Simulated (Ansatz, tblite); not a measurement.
Forces on GeMeF3 (CH3F3Ge) at its PBE-D4/def2-SVP geometry. The state is a singlet with charge 0.

The xTB rows come from tblite.

GFN1-xTB (tblite), largest force 0.58 eV/Å:

```xyz
8
positions Å, forces eV/Å
C    -0.285   -0.118    1.040   -0.021   -0.009    0.077
F     0.024   -1.364   -1.740    0.088    0.515    0.252
F     1.886    0.555   -1.013   -0.560   -0.153   -0.001
F    -0.707    1.306   -1.638    0.343   -0.415    0.216
Ge    0.222    0.092   -0.809    0.090    0.037   -0.328
H    -0.092    0.829    1.577   -0.126   -0.491   -0.169
H     0.313   -0.932    1.489   -0.331    0.401   -0.124
H    -1.361   -0.368    1.094    0.516    0.115    0.076
```

GFN2-xTB (tblite), largest force 0.98 eV/Å:

```
C -0.257 -0.106 0.937
F 0.073 0.248 -0.005
F -0.222 -0.056 -0.120
F 0.189 -0.175 -0.021
Ge 0.117 0.049 -0.428
H -0.129 -0.541 -0.228
H -0.356 0.450 -0.178
H 0.585 0.132 0.043
```

PBE-D4/def2-TZVP (Ansatz), largest force 0.33 eV/Å:

```
C -0.086 -0.036 0.314
F 0.002 0.014 0.006
F -0.015 -0.005 0.000
F 0.010 -0.011 0.005
Ge 0.002 0.001 -0.007
H -0.052 -0.263 -0.160
H -0.164 0.229 -0.134
H 0.303 0.070 -0.025
```
